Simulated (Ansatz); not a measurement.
Frontier orbitals of BBrFH3OSi (`O[SiH2]B(F)Br`).

```json
{"atom": "O1", "x (Å)": "0.988", "y (Å)": "1.494", "z (Å)": "0.048"}
{"atom": "Si2", "x (Å)": "0.413", "y (Å)": "0.121", "z (Å)": "0.751"}
{"atom": "B3", "x (Å)": "-0.900", "y (Å)": "-0.801", "z (Å)": "-0.494"}
{"atom": "F4", "x (Å)": "-1.663", "y (Å)": "-1.811", "z (Å)": "-0.152"}
{"atom": "Br5", "x (Å)": "-1.032", "y (Å)": "-0.193", "z (Å)": "-2.325"}
{"atom": "H6", "x (Å)": "0.928", "y (Å)": "1.542", "z (Å)": "-0.908"}
{"atom": "H7", "x (Å)": "1.506", "y (Å)": "-0.847", "z (Å)": "1.051"}
{"atom": "H8", "x (Å)": "-0.242", "y (Å)": "0.495", "z (Å)": "2.030"}
```

Total charge 0; spin multiplicity 1. Correlated methods include outer-core shells of Br, which these sets cover unevenly. Scalar relativity is left out up to krypton. Geometry: relaxed with PBE0-D4/def2-TZVP. It is one conformer, not always the lowest. Basis def2-TZVPP, Ansatz.

| functional | HOMO (eV) | LUMO (eV) | gap (eV) |
| --- | --- | --- | --- |
| PBE | -7.02 | -2.81 | 4.21 |
| PBE0 | -8.34 | -1.91 | 6.43 |
| r2SCANh | -7.83 | -2.27 | 5.56 |
| ωB97M-V | -10.47 | 0.14 | 10.61 |

A quarter of exact exchange (PBE0) shifts PBE's HOMO by −1.32 eV and its LUMO by +0.90 eV; full exchange at long range (ωB97M-V) shifts them by −3.45 and +2.95 eV. The gap opens from 4.21 to 10.61 eV, since occupied levels lose self-interaction and empty ones feel all the electrons. A positive LUMO is unbound and depends on the basis.
